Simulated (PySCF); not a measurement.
A structure optimised at PBE-D3(BJ)/def2-SVP, used in a PySCF frequency run:

```
N
H 1 1.0240
Si 1 1.7590 2 126.25
H 3 1.5119 1 114.85 2 61.87
H 3 1.5119 4 106.30 1 128.17
Ge 1 1.8810 2 124.37 3 180.00
H 6 1.5599 1 111.77 2 60.63
H 6 1.5599 7 108.06 1 123.39
Si 3 2.3657 4 115.85 5 130.29
H 9 1.5045 3 117.87 4 4.79
H 9 1.5045 10 109.59 3 138.55
```

Write its SMILES, formula and point group.

[NH]1[SiH2][SiH2][GeH2]1, GeH7NSi2, Cs

What are its rotational constants (standard atomic weights)?

3.9464, 2.1935, 1.4862 GHz
